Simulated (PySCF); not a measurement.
CH4BrClO2Si. Atoms are numbered in the order given.

```xyz
10

C     -2.3699    -0.0847    -1.4087
O     -1.2890     0.7569    -1.0442
Si     0.1804     0.2687    -0.5335
O      0.9095    -0.5852    -1.7355
Cl     1.2436     1.9504    -0.0368
Br    -0.0041    -1.0239     1.2812
H     -2.1050    -0.7247    -2.2670
H     -2.6751    -0.7283    -0.5658
H     -3.2186     0.5548    -1.6904
H      1.7310    -1.0494    -1.5337
```

Geometry: B3LYP-D3(BJ)/def2-SVP. The values are those of a single conformer.

Calculation: PBE/def2-TZVP run with PySCF.

| Item | Value |
|---|---|
| total energy | -3514.17643 hartree |
| highest occupied level | -7.21 eV |
| lowest empty level | -1.02 eV |
| orbital gap | 6.18 eV |
| dipole moment | 1.68 D |
| quadrupole, principal values (traceless, Buckingham form, about the centre of nuclear charge) | -7.00, -1.73, 8.74 D·Å |
| mean static polarisability | 75.0 bohr³ (11.12 Å³) |
| polarisability, principal values | 64.5, 78.3, 82.2 bohr³ |
